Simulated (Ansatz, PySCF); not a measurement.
W(NH)2(F)(Br) (BrFH₂N₂W), SMILES [W]([F])([Br])(=[NH])=[NH], multiplicity 1.

Coordinates come from a B3LYP-D3(BJ)/def2-SVP optimisation. The spin state was assumed, not searched. The structure was generated by enumeration; whether it is a known compound was not checked. The def2 effective core potentials stand for the cores of W; spin–orbit coupling is left out.

Vertical ionisation energy (IE) and electron affinity (EA) in eV. Rows of orbital energies are one-electron estimates. Where ΔSCF, EOM or ADC give a negative EA the extra electron is unbound and the value depends on the basis.

| level | IE | EA |
|---|---|---|
| −ε(HOMO), −ε(LUMO), ωB97X/def2-TZVP (PySCF) | 10.37 | 0.15 |
| −ε(HOMO), −ε(LUMO), PBE/def2-TZVP (PySCF) | 6.80 | 2.93 |
| ΔSCF, CAM-B3LYP/def2-SVPD (Ansatz), final states of multiplicity 2 and 2 | 10.26 | 0.75 |
| ΔSCF, PBE/def2-SVPD (Ansatz), final states of multiplicity 2 and 2 | 9.75 | 0.29 |

### Question
What vertical singlet–triplet gap does ΔSCF give with CAM-B3LYP/def2-SVPD (Ansatz, a program for electronic structure) and with PBE/def2-SVPD (Ansatz)? (Estimate from the structure and the level; the computed values follow.)

### Answer
3.78 and 3.83 eV (triplet above singlet where positive).
